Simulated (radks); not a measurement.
Q: Neutral nitrogen, [He] 2s2 2p3. Calculated with a radial shooting solver on a logarithmic mesh with Libxc functionals: non-relativistic Kohn-Sham, exchange-only LDA, spin-polarised, spherical densities, point nucleus. Every spin shell is full or empty, so the densities are truly spherical. Functionals are evaluated on that one density, not self-consistently. Rank these orbital-free kinetic functionals by their error against the exact value of the orbitals, and give that value: Thomas-Fermi, von Weizsacker, TF + vW, TF + vW/9, TF + vW/5, LC94, revAPBEK, Perdew 92, Thakkar, Pearson, LKT, PG1, DePristo-Kress, Ernzerhof.

A: Exact: 53.7093 hartree. From best to worst, with 100 (|E| - |E exact|)/|E exact| (equal figures are ties): LC94 +0.07, Thakkar +0.16, Perdew 92 -0.21, TF + vW/9 -0.22, DePristo-Kress -0.77, revAPBEK +0.79, Ernzerhof +1.21, Pearson -3.21, TF + vW/5 +6.96, Thomas-Fermi -9.21, von Weizsacker -19.14, PG1 +37.84, LKT +44.77, TF + vW +71.65.
